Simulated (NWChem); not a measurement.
# Basis-set dependence for C₂HCl₂

```
C
C 1 1.3288
H 1 1.1007 2 121.76
Cl 2 1.6683 1 137.24 3 180.00
Cl 1 1.7559 3 114.27 2 180.00
```
Charge 0, spin multiplicity 2.

The numbers come from NWChem runs, not from measurements. All single points use one geometry, from UPBE/def2-SVP, a minimum by its harmonic frequencies.

Hartree-Fock energies in Ha, correlation energies in mHa.

The correlated methods keep 12 core orbitals frozen. The structure started from a generated list of species. The unpaired electrons of the parent sit in orbitals of symmetry a' (Cs labels of the run); other states weren't searched. The stability of the SCF solutions was not checked. Open-shell Hartree-Fock references start from PBE0 orbitals. Coupled-cluster values serve here as a point of comparison, not as the truth.

```
basis    functions         UHF  CCSD on ROHF  CCSD[T] on ROHF  CCSD(T) on ROHF
-------  ---------  ----------  ------------  ---------------  ---------------
3-21G           46  -990.37013        -288.1           -298.6           -297.4
cc-pVDZ         69  -995.23736        -550.6           -570.5           -569.5
cc-pVTZ        142  -995.28978       not run          not run          not run
```
